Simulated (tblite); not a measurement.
Species: C7H13PSe.
Atom-mapped SMILES: `[CH3:1][CH2:2][P@@:3]1(=[Se:4])[CH2:5][CH:6]=[C:7]([CH3:8])[CH2:9]1` (hydrogens: H10, H11, H12 on C1; H13, H14 on C2; H15, H16 on C5; H17 on C6; H18, H19, H20 on C8; H21, H22 on C9)

Computed with GFN2-xTB (tblite), gas phase: L-BFGS steps from a force-field or distance-geometry start until the largest atomic force falls under 0.01 eV/Å.

Step 99: E = -743.8743 eV
```
atom  x, y, z in Å  |  force x, y, z in eV/Å
C1     -1.7268    0.9221    1.1135   -0.021  -0.017  -0.028
C2     -2.0798   -0.4577    0.5788   -0.002  -0.022  -0.018
P3     -0.8532   -1.1714   -0.5978   -0.002  -0.028  -0.010
Se4    -1.4270   -3.0057   -1.4231   -0.022   0.001   0.022
C5     -0.3731    0.1503   -1.7962   -0.006   0.006  -0.002
C6      0.8392    0.7804   -1.1847   -0.009   0.004   0.019
C7      1.4197    0.1522   -0.1710   -0.001  -0.016  -0.033
C8      2.6680    0.5750    0.5277    0.003   0.001  -0.008
C9      0.7737   -1.1317    0.2730   -0.011  -0.007   0.012
H10    -2.4256    1.2069    1.8977   -0.009  -0.001  -0.012
H11    -0.7210    0.9392    1.5255   -0.005  -0.009   0.034
H12    -1.7788    1.6656    0.3225    0.004   0.027   0.000
H13    -3.0395   -0.4520    0.0516    0.015   0.025   0.012
H14    -2.1641   -1.1920    1.3878    0.019   0.016  -0.006
H15    -0.1298   -0.3405   -2.7444    0.009   0.005  -0.030
H16    -1.1837    0.8552   -1.9904   -0.021   0.024   0.017
H17     1.2127    1.7033   -1.6005    0.012  -0.003  -0.002
H18     3.4746   -0.1148    0.2782    0.011  -0.004   0.040
H19     2.9683    1.5758    0.2316   -0.019   0.024  -0.023
H20     2.5283    0.5499    1.6075    0.019   0.009   0.006
H21     1.3555   -2.0017   -0.0471    0.014  -0.001   0.014
H22     0.6517   -1.1889    1.3583    0.022  -0.033  -0.005
```

Step 100: E = -743.8748 eV
```
atom  x, y, z in Å  |  force x, y, z in eV/Å
C1     -1.7238    0.9221    1.1139   -0.014  -0.017  -0.031
C2     -2.0779   -0.4577    0.5799    0.006  -0.017  -0.017
P3     -0.8539   -1.1718   -0.5992   -0.005  -0.023   0.001
Se4    -1.4287   -3.0064   -1.4222   -0.025  -0.003   0.018
C5     -0.3746    0.1498   -1.7985    0.004   0.020   0.017
C6      0.8374    0.7803   -1.1859   -0.001   0.007   0.016
C7      1.4188    0.1513   -0.1731    0.001  -0.011  -0.015
C8      2.6652    0.5760    0.5287   -0.004  -0.005   0.005
C9      0.7734   -1.1335    0.2711   -0.008   0.020   0.009
H10    -2.4254    1.2096    1.8943   -0.011   0.000  -0.007
H11    -0.7195    0.9385    1.5301   -0.008  -0.013   0.032
H12    -1.7711    1.6635    0.3210    0.003   0.035  -0.002
H13    -3.0386   -0.4504    0.0549    0.010   0.019   0.010
H14    -2.1602   -1.1915    1.3893    0.014   0.012  -0.006
H15    -0.1283   -0.3423   -2.7453   -0.008   0.016  -0.032
H16    -1.1852    0.8564   -1.9912   -0.003  -0.002   0.007
H17     1.2115    1.7038   -1.6008    0.004  -0.015   0.002
H18     3.4732   -0.1138    0.2847    0.013  -0.006   0.028
H19     2.9663    1.5768    0.2337   -0.021   0.023  -0.030
H20     2.5223    0.5518    1.6083    0.013   0.011   0.003
H21     1.3555   -2.0017   -0.0522    0.016  -0.014   0.020
H22     0.6530   -1.1913    1.3570    0.024  -0.036  -0.026
```

Problem. Estimate the geometry and energy of step 101. (The exact step hangs on the optimiser's Hessian estimate; all steps are aligned on step 100, rigid shifts and turns removed.)

Solution. E = -743.8753 eV, largest force 0.053 eV/Å
```
atom  x, y, z in Å  |  force x, y, z in eV/Å
C1     -1.7236    0.9212    1.1138   -0.002   0.002  -0.016
C2     -2.0763   -0.4588    0.5808    0.016  -0.009  -0.014
P3     -0.8540   -1.1720   -0.6003   -0.002  -0.011   0.004
Se4    -1.4299   -3.0065   -1.4219   -0.025  -0.008   0.013
C5     -0.3759    0.1509   -1.7999    0.011   0.024   0.033
C6      0.8371    0.7801   -1.1873    0.007  -0.001   0.018
C7      1.4193    0.1501   -0.1756   -0.005  -0.004   0.010
C8      2.6645    0.5759    0.5281   -0.004   0.000   0.012
C9      0.7729   -1.1339    0.2706    0.000   0.030  -0.004
H10    -2.4296    1.2109    1.8895   -0.014   0.000  -0.007
H11    -0.7221    0.9389    1.5372   -0.013  -0.018   0.021
H12    -1.7661    1.6612    0.3193    0.005   0.036  -0.002
H13    -3.0374   -0.4504    0.0580   -0.008   0.007   0.001
H14    -2.1557   -1.1919    1.3908    0.007   0.003  -0.004
H15    -0.1292   -0.3413   -2.7466   -0.021   0.024  -0.031
H16    -1.1859    0.8598   -1.9896    0.009  -0.023  -0.001
H17     1.2131    1.7030   -1.6023   -0.001  -0.015   0.001
H18     3.4732   -0.1149    0.2907    0.017  -0.009   0.011
H19     2.9668    1.5764    0.2321   -0.022   0.012  -0.031
H20     2.5196    0.5540    1.6075    0.002   0.017   0.005
H21     1.3554   -2.0010   -0.0535    0.019  -0.029   0.020
H22     0.6533   -1.1922    1.3568    0.023  -0.030  -0.037
```

The energy changes by -0.0005 eV. The first-order estimate −F·Δx gives -0.0007 eV and the mean of the old and new forces, exact on a quadratic surface, -0.0005 eV. The step makes an angle of 71° with the force vector and moves no atom by more than 0.008 Å.
